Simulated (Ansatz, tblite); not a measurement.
Forces on GeH2Me(OEt) (C3H10GeO) at its PBE0-D4/def2-SVP geometry. Total charge 0; singlet.

The xTB rows come from tblite. Another isomer (singlet) lies 1.11 eV lower at PBE0-D4/def2-TZVP; other spin states weren't run for this one.

GFN1-xTB (tblite), largest force 0.99 eV/Å:

```xyz
15
positions Å, forces eV/Å
C    -1.813   -0.238    2.119   -0.021   -0.003    0.035
C     1.047    0.181   -1.064    0.765    0.313   -0.105
C     0.796   -0.308   -2.472   -0.142   -0.236   -0.645
Ge   -0.090    0.349    1.458    0.609    0.442    0.644
O    -0.073   -0.105   -0.269   -0.426   -0.117    0.269
H     1.091   -0.362    2.162   -0.556    0.496   -0.408
H     0.098    1.881    1.563    0.039   -0.847   -0.050
H    -1.917   -0.008    3.189   -0.123   -0.118   -0.253
H    -1.917   -1.322    1.976   -0.086    0.204    0.062
H    -2.617    0.269    1.567    0.071   -0.155    0.154
H     1.256    1.272   -1.080   -0.054   -0.171   -0.046
H     1.958   -0.304   -0.657   -0.148    0.041   -0.102
H     1.659   -0.098   -3.123   -0.238   -0.037    0.257
H     0.613   -1.393   -2.473    0.060    0.307    0.038
H    -0.091    0.186   -2.896    0.250   -0.118    0.152
```

GFN2-xTB (tblite), largest force 0.72 eV/Å:

```
C -0.555 -0.203 0.171
C 0.586 0.253 -0.028
C -0.146 -0.242 -0.662
Ge 0.423 0.162 -0.095
O 0.008 0.144 0.526
H -0.197 0.264 -0.218
H 0.089 -0.383 -0.045
H -0.025 -0.118 -0.418
H -0.056 0.387 0.079
H 0.218 -0.234 0.238
H -0.130 -0.275 0.017
H -0.285 0.074 -0.077
H -0.309 -0.057 0.301
H 0.062 0.399 0.029
H 0.318 -0.174 0.182
```

PBE-D4/def2-TZVP (Ansatz), largest force 0.68 eV/Å:

```
C -0.299 -0.119 0.050
C 0.619 0.239 -0.136
C -0.097 -0.095 -0.195
Ge 0.128 0.139 0.306
O -0.601 -0.296 -0.110
H 0.141 -0.073 0.070
H 0.034 0.170 0.005
H 0.016 -0.007 -0.055
H 0.002 0.054 0.016
H 0.036 -0.024 0.035
H -0.010 0.013 0.001
H 0.002 -0.014 0.008
H -0.016 0.000 0.028
H 0.016 0.021 -0.017
H 0.029 -0.008 -0.009
```
